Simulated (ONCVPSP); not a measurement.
## hydrogen ONCV: all-electron and pseudo phase curves

hydrogen (H), optimised norm-conserving Vanderbilt (ONCV), made with ONCVPSP 4.0.1 (Wu-Cohen, scalar-relativistic). Core none, reference 1s0.5 (charge +0.5). Waves: 1s: rc 1.20 bohr, ncon 3, nbas 7, qcut 6.2 1/bohr, 2 projectors, debl 3.4 Ha. Local part: polynomial inside 1.05 bohr (lpopt 5, dvloc0 0 Ha). Core correction: none.

The phase is arctan(r·R′/R) of the radial function R(r), unwrapped; energies in Ha, scanned from -2 to 5 Ha. A pole is an energy at which the radial function vanishes at the test radius. The pseudo phase is shifted by a multiple of π to meet the all-electron one at the reference energy, and phase errors are pseudo minus all-electron; the curves can meet again beyond the range given. Levels narrower than the energy grid can be missing from the lists of poles.

Question: For each channel, where are the poles, and over which energies does the pseudopotential scatter like the atom?

Answer:

```tsv
channel	radius (bohr)	reference energy (Ha)	poles, all-electron	poles, pseudo	unbroken range about the reference energy with phases within 0.05 rad	phase error 1 Ha above the reference energy (rad)
s	1.22	-0.46	1.17	1.17	the whole range	+0.000
```

Phases in the s channel:

```tsv
E (Ha)	all-electron	pseudo
-1.98	0.612	0.612
-1.80	0.497	0.497
-1.62	0.355	0.355
-1.44	0.183	0.183
-1.26	-0.019	-0.019
-1.08	-0.240	-0.240
-0.90	-0.463	-0.463
-0.72	-0.667	-0.667
-0.54	-0.842	-0.842
-0.36	-0.988	-0.988
-0.18	-1.107	-1.107
0.00	-1.204	-1.204
0.18	-1.284	-1.284
0.36	-1.353	-1.353
0.54	-1.411	-1.411
0.72	-1.462	-1.462
0.90	-1.509	-1.508
1.08	-1.551	-1.551
1.26	-1.590	-1.590
1.44	-1.628	-1.628
1.62	-1.665	-1.665
1.80	-1.701	-1.701
1.98	-1.738	-1.738
2.16	-1.777	-1.777
2.34	-1.819	-1.819
2.52	-1.864	-1.864
2.70	-1.914	-1.914
2.88	-1.972	-1.972
3.06	-2.039	-2.039
3.24	-2.119	-2.119
3.42	-2.216	-2.216
3.60	-2.337	-2.337
3.78	-2.488	-2.487
3.96	-2.674	-2.673
4.14	-2.896	-2.894
4.32	-3.139	-3.136
4.50	-3.380	-3.377
4.68	-3.596	-3.592
4.86	-3.775	-3.771
```
